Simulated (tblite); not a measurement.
Compound: C6H5BBrCl.
SMILES with atom numbers: `[CH2:1]=[C:2]1[CH:3]=[CH:4][CH:5]=[C:6]1[B:7]([Cl:8])[Br:9]` (hydrogens: H10, H11 on C1; H12 on C3; H13 on C4; H14 on C5)

Computed with GFN2-xTB (tblite), gas phase: L-BFGS steps from a force-field or distance-geometry start until the largest atomic force falls under 0.01 eV/Å.

Geometry at step 0:
```
atom  x, y, z in Å
C1      0.2867    1.9645   -0.4823
C2     -0.2411    0.7724   -0.2245
C3     -1.6512    0.4748   -0.1158
C4     -1.7943   -0.7740    0.2542
C5     -0.4690   -1.3795    0.4321
C6      0.4605   -0.4765    0.1299
B7      2.0173   -0.7733    0.1465
Cl8     3.2325    0.2667   -0.7761
Br9     2.7018   -2.4976    0.9303
H10    -0.3797    2.8037   -0.6856
H11     1.3381    2.1433   -0.4737
H12    -2.4796    1.1623   -0.3040
H13    -2.7429   -1.2820    0.4366
H14    -0.2798   -2.4053    0.7104
```

Question: What forces act on the atoms?

Answer: 
```
atom  Fx (eV/Å)  Fy (eV/Å)  Fz (eV/Å)
  C1     -0.497      0.528     -0.083
  C2      0.355      0.141      0.094
  C3     -0.700      1.938     -0.702
  C4     -0.364     -2.629      0.919
  C5     -1.800     -1.045      0.199
  C6      2.947      0.740     -0.195
  B7      0.143     -0.062     -0.585
 Cl8     -1.092     -1.005      0.998
 Br9     -0.561      1.483     -0.616
 H10      0.355     -0.211      0.030
 H11      0.274      0.079     -0.074
 H12      0.613     -0.140      0.033
 H13      0.513      0.070     -0.065
 H14     -0.185      0.113      0.047
```

The largest, 3.04 eV/Å, acts on C6; the rms over all components is 0.905 eV/Å. The forces sum to zero within rounding, as they must for an isolated molecule in no field.

Question: Give the force on C6 in Eh/bohr and in nN.

Answer: 3.045 eV/Å ÷ 51.422 = 0.05921 Eh/bohr, and 3.045 eV/Å × 1.602 = 4.88 nN.

Question: How far is this geometry from the end of the optimisation?

Answer: 0.428 eV above it, and 0.182 Å rms away after alignment. The bonds farthest from their final lengths, with half the difference of the two atoms' forces along the bond (positive lengthens):

```tsv
bond	now (Å)	final (Å)	force along bond (eV/Å)
B7–Cl8	1.846	1.731	-1.07
B7–Br9	2.014	1.900	-0.79
C6–B7	1.585	1.526	-1.30
C5=C6	1.331	1.373	+2.31
C3=C4	1.310	1.349	+2.39
C4–C5	1.468	1.436	-1.02
```

The angle farthest from its final value is C4–C3–H12, 124.4° against 127.8°.

Of the 6 listed bonds off by 0.010 Å or more, this force points towards the final length in 6.

The cost below is that of the whole relaxation. Time: 0.5 s. Hardware: Arm Neoverse V1, one thread, no GPU, on a shared host.
